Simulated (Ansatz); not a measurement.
Mulliken charges of B$_{2}$H$_{6}$OSi, SMILES `B[SiH](B)O` from r2SCAN/def2-TZVPP in Ansatz (PBE0-D4/def2-TZVP geometry).

| atom | x (Å) | y (Å) | z (Å) | charge (e) |
| --- | --- | --- | --- | --- |
| B1 | -1.438 | 0.883 | -0.041 | -0.116 |
| Si2 | 0.244 | -0.128 | -0.446 | 0.445 |
| B3 | 0.771 | -1.174 | 1.172 | -0.072 |
| O4 | 1.520 | 0.763 | -1.022 | -0.430 |
| H5 | -2.386 | 0.279 | 0.372 | 0.020 |
| H6 | -1.560 | 2.063 | -0.200 | 0.022 |
| H7 | -0.205 | -1.139 | -1.468 | -0.108 |
| H8 | -0.011 | -1.963 | 1.618 | 0.019 |
| H9 | 1.818 | -1.037 | 1.730 | 0.027 |
| H10 | 1.331 | 1.402 | -1.711 | 0.193 |

Question: By hand: the dipole of these point charges (1 e Å = 4.8032 D).

Answer: Σ q r = (-0.188, -0.024, 0.070) e Å, of length 0.202 e Å = 0.97 D.

Question: How does the dipole of the full density compare? (Estimate.)

Answer: Computed: (-0.140, 0.146, -0.134) e Å, 1.17 D; the point charges give 0.83 times that, at 74° from its direction.

Point charges leave out the atoms' own dipoles, such as those of lone pairs, and Mulliken's split depends on the basis, so the two needn't agree.
